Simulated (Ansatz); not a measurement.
A nudged elastic band was laid between two geometries of C$_{2}$H$_{9}$AlSiSn (14 atoms, charge 0, multiplicity 1).

Theory: RKS B3LYP-D4/def2-SVP in Ansatz.

* movable images: 5
* climbing image: yes
* spring: 5.0 eV/Å²
* optimiser: quadratic models (default)
* start path: IDPP
* force threshold: 0.05 eV/Å
* iteration limit: 60
* end points: relaxed

First end point:

```xyz
14
Properties=species:S:1:pos:R:3
C -2.378 -0.284 0.869
C -1.335 0.502 1.159
Sn 0.701 0.078 0.551
Al 0.970 -2.473 -0.172
Si 1.267 1.737 -1.368
H -2.276 -1.221 0.309
H -3.399 -0.027 1.179
H -1.512 1.426 1.724
H 1.724 0.513 1.878
H 2.404 -3.152 -0.246
H -0.309 -3.331 -0.566
H 2.699 1.614 -1.777
H 1.013 3.149 -0.952
H 0.418 1.440 -2.562
```

Last end point:

```xyz
14
Properties=species:S:1:pos:R:3
C -2.404 -0.799 0.302
C -1.674 0.241 0.722
Sn 0.492 0.289 0.685
Al 1.496 -2.163 0.401
Si 1.177 1.892 -1.243
H -1.952 -1.722 -0.079
H -3.501 -0.782 0.321
H -2.194 1.134 1.094
H 1.004 1.057 2.149
H 3.023 -2.461 0.726
H 0.579 -3.348 -0.131
H 0.779 1.305 -2.558
H 2.655 2.109 -1.260
H 0.505 3.219 -1.100
```

Question: Which bonds break or form, and what moves?

Answer: No bond is made or broken. The dihedral Al4–Sn3–Si5–H13 goes from 176 to -64°. The two ends are copies of one structure, up to a mirror image or an exchange of like atoms.

Question: Give the energies along the band, and the barrier.

Answer: It converged. The highest image is number 3 of 0 to 6, 0.6 kcal/mol above the ends, which have the same energy within 2 meV. A vibrational analysis at the climbing image gives one clearly imaginary mode, 69i cm⁻¹: a first-order saddle point.

```tsv
image	path coordinate (Å)	energy (kcal/mol)	dihedral Al4–Sn3–Si5–H13 (°)
0	0.00	0.0	176
1	0.80	0.2	-164
2	1.60	0.4	-144
3	2.40	0.6	-123
4	3.20	0.4	-104
5	4.01	0.1	-84
6	4.81	0.0	-64
```

Question: What is the geometry of the highest image?

Answer: 
```xyz
14
Properties=species:S:1:pos:R:3:forces:R:3
C -2.414 -0.754 0.425 0.01 -0.01 0.00
C -1.642 0.269 0.806 -0.01 0.01 0.00
Sn 0.519 0.269 0.659 0.00 0.00 0.00
Al 1.446 -2.201 0.291 0.00 0.00 0.00
Si 1.184 1.886 -1.277 0.00 0.01 0.00
H -2.001 -1.685 0.018 0.00 0.00 0.00
H -3.508 -0.715 0.499 0.00 0.00 0.00
H -2.124 1.172 1.206 0.01 -0.01 0.00
H 1.115 0.995 2.113 0.00 0.00 0.00
H 2.975 -2.541 0.555 0.00 0.00 0.00
H 0.485 -3.351 -0.242 0.00 0.00 0.00
H 2.064 1.193 -2.267 0.00 0.00 0.00
H 1.924 3.076 -0.759 0.00 0.00 0.00
H -0.036 2.358 -1.999 0.00 0.00 0.00
```

Run time: 72 s on 2 threads of AMD EPYC 9R45 96-Core Processor (Zen 5) (shared host), peak memory 0.43 GiB.
